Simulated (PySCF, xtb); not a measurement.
Ge(Me)(OH)3 (CH₆GeO₃), SMILES [CH3][Ge]([OH])([OH])[OH].

GFN2-xTB run with xtb 6.7.1 at its own geometry gives an orbital gap of 7.49 eV and a dipole moment of 1.26 D.

Coordinates come from a PBE-D3(BJ)/def2-SVP optimisation. One conformer was computed; it need not be the lowest.

Problem. What does PySCF with HF/def2-TZVP give? (Estimate from the structure and the level; the computed values follow.)

Solution. gap 15.36 eV (levels -12.34 and 3.02 eV), dipole 0.50 D.
